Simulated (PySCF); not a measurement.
BiBrH6Si2, SMILES [Br][Bi]([SiH3])[SiH3].

Geometry: B3LYP-D3(BJ)/def2-SVP. The def2 effective core potentials stand for the cores of Bi; spin–orbit coupling is left out.

Two levels are set side by side: PBE/def2-TZVP (PySCF) and B3LYP/def2-TZVP (PySCF). Same geometry, gas phase. Differences are taken from unrounded values.

| quantity | B3LYP |
|---|---|
| orbital gap (eV) | 4.39 |
| highest occupied level (eV) | -6.95 |
| lowest empty level (eV) | -2.55 |
| dipole moment (D) | 3.14 |
| mean polarisability (bohr³) | 133.1 |

### Question
What does PBE give, and how far is it from B3LYP? (The exact figures need the calculation; the answer reports its results.)

### Answer

```
quantity                       PBE  PBE minus B3LYP
---------------------------  -----  ---------------
orbital gap (eV)              3.07            -1.32
highest occupied level (eV)  -6.15             0.80
lowest empty level (eV)      -3.07            -0.52
dipole moment (D)             2.92            -0.21
mean polarisability (bohr³)  135.8              2.7
```

PBE's occupied levels lie high since its potential decays too fast outside the molecule; exact exchange lowers them and widens the gap. Differences between two approximate levels are no errors against the true value.

Rough cost on one machine, each run with all the roots and properties that it gave: B3LYP against PBE within a factor of 2.
